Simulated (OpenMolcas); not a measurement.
## Er3+: effect of the active space

* Program: OpenMolcas 26.06
* Method: CASSCF or its RAS form
* Basis: ANO-R2
* Scalar Hamiltonian: X2C, finite nucleus
* Spin-orbit coupling: state interaction with AMFI integrals over the reference wave functions, term energies averaged over their components

A. 11 electrons in 7 orbitals (4f); 2S+1 = 4 odd, 35 roots; 2S+1 = 2 odd, 112 roots (96 in the spin-orbit step); cost roughly 40 core-seconds
B. 11 electrons in 12 orbitals (RAS2 4f; RAS3 5d, at most 1 electron); 2S+1 = 4 odd, 35 roots; 2S+1 = 2 odd, 112 roots (105 in the spin-orbit step); 2S+1 = 6 even, 175 roots (91 in the spin-orbit step); 2S+1 = 4 even, 127 roots kept (CI in the orbitals of an earlier block, 65 in the spin-orbit step); 2S+1 = 2 even, 124 roots kept (CI in the orbitals of an earlier block, 0 in the spin-orbit step); cost about 7 core-minutes

Energies in cm⁻¹ above 4f¹¹ ⁴I°_15/2, the measured ground level; measured values from the list in Tchang-Brillet, Wyart, Meftah and Ait Mammar, Atoms 6, 52 (2018).

```
                  Level      A      B  Measured
          4f¹¹ ⁴I°_15/2    0.0    0.0       0.0
          4f¹¹ ⁴I°_13/2   6572   6572      6508
          4f¹¹ ⁴I°_11/2  10610  10610     10172
           4f¹¹ ⁴I°_9/2  13418  13418     12469
    4f¹¹ ⁴F°_9/2 [63 %]  19072  19054     15405
4f¹¹ ²H°_11/2(1) [74 %]  22694  22694     19332
    4f¹¹ ⁴S°_3/2 [75 %]  23629  23629          
           4f¹¹ ⁴F°_7/2  25239  25232          
           4f¹¹ ⁴F°_5/2  27312  27312          
    4f¹¹ ⁴F°_3/2 [68 %]  27612  27612          
          4f¹¹ ²K°_15/2  32224  32224          
          4f¹¹ ⁴G°_11/2  32871  32871     26708
    4f¹¹ ⁴G°_9/2 [66 %]  34062  34022     27767
          4f¹¹ ²K°_13/2  37782  37782          
           4f¹¹ ²P°_1/2  40512  40512          
           4f¹¹ ⁴G°_7/2  40844  40789          
           4f¹¹ ⁴G°_5/2  41428  41428          
 4f¹¹ ²D°_5/2(1) [74 %]  42196  42196          
    4f¹¹ ⁴D°_5/2 [53 %]  49990  49990          
   4f¹¹ ²I°_11/2 [74 %]  50252  50252          
          4f¹¹ ²L°_17/2  50609  50609          
           4f¹¹ ⁴D°_7/2  52042  52041          
          4f¹¹ ²I°_13/2  52221  52221          
    4f¹¹ ⁴D°_3/2 [73 %]  54877  54877
```

Deviations, from unrounded energies. A percentage is the sum of absolute deviations over the sum of measured energies, with the sign that they share, or ± where signs differ.

```csv
Against measurement,Levels,A,B
mean absolute deviation (cm-1),7,3000,3000
fine structure of the ground term (%),3,+5.0,+5.0
other terms of the ground configuration (%),4,+21.8,+21.8
```

A, B lie about equally close to measurement. The largest miss of B in the table is 4f¹¹ ⁴G°_9/2 [66 %], by +6300 cm-1. The ranking rests on the paired levels alone, and a cruder setting can come out closer through cancelling errors.

The spin-orbit steps hold different terms of 4f¹¹ (A lacks a ²G°), which shifts levels as well.

Between A and B the level of the table that moves most is 4f¹¹ ⁴G°_7/2, by 55 cm-1 (lowest in B, highest in A).

High states are left out of the spin-orbit mixing, which shifts the levels that they would mix with. Without dynamic correlation excited terms often stand tens of per cent too high (terms of higher spin than the ground term too low), and those without a measured partner can miss by more than the paired ones. Some levels mix across a computed gap that differs much from the measured one, so their mixing is not that of the real levels. Computed and measured levels are paired by configuration, term and J; levels that our copy of the source lacks, or whose pairing is in doubt (as where it misses far off the trend of its configuration), stay unpaired and out of the deviations. Only configurations of the active space appear. Levels that lie high or do not pair safely by name in every column are left out.

A share in square brackets marks a mixed level and gives the weight of the term that names it, the lowest over the columns. A number in round brackets counts repeated terms of one configuration in the order of the reference energies. ° marks odd parity.
